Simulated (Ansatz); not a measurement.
Cartesian coordinates in Å:
```
N -0.015 0.425 -1.386
C 0.139 -0.453 -0.278
B 0.812 -0.055 1.068
N -0.527 -0.185 1.017
H 0.147 1.393 -1.146
H -0.918 0.343 -1.835
H 0.103 -1.495 -0.594
H 1.722 0.233 1.770
H -1.462 -0.207 1.385
```

The species carries charge 0 and has multiplicity 1.

Q: List the B3LYP/def2-TZVPP orbital energies in eV (the Gaussian-basis code of Ansatz). (Best estimate.)

A: The calculation gave: Occupied: -389.62, -389.01, -277.88, -183.53, -25.46, -23.28, -17.49, -15.24, -13.37, -12.25, -11.91, -10.22, -8.06, -7.85, -6.47. Lowest empty: -0.15, 0.88, 1.27, 1.93, 2.15, 2.42, 2.78, 3.94.

B3LYP here is the variant with VWN-RPA as its local correlation; programs differ in this.
